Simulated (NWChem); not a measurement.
System: C₂H₆ClFSi; SMILES [SiH](Cl)(F)CC

NWChem input:

```
start job
memory heap 200 mb stack 900 mb global 1100 mb
geometry units angstroms noautoz
  Si     0.571151     0.151188    -0.486059
  F      1.723333     0.067307     0.675695
  Cl    -0.804870     1.588071     0.112355
  C     -0.278711    -1.507787    -0.634198
  C     -0.966081    -1.981054     0.654316
  H      1.231201     0.620911    -1.743869
  H     -1.006159    -1.426908    -1.472157
  H      0.492862    -2.236131    -0.970545
  H     -1.734304    -1.253880     0.986035
  H     -1.464929    -2.960648     0.512216
  H     -0.235593    -2.091090     1.480886
end
basis spherical
  * library 3-21g
end
dft
  xc xtpss03 ctpss03
  iterations 150
  mulliken
end
task dft energy
```

Coordinates come from a PBE-D3(BJ)/def2-SVP optimisation.

Q: Predict the main results of this run. (TPSS/3-21G.) Quantities: basis functions; energy (Ha); highest occupied level (eV); orbital gap (eV); dipole (D).

A: 
| Quantity | Value |
|---|---|
| number of basis functions | 65 |
| energy (Ha) | -924.80 |
| highest occupied level (eV) | -7.56 |
| orbital gap (eV) | 7.65 |
| dipole (D) | 2.90 |
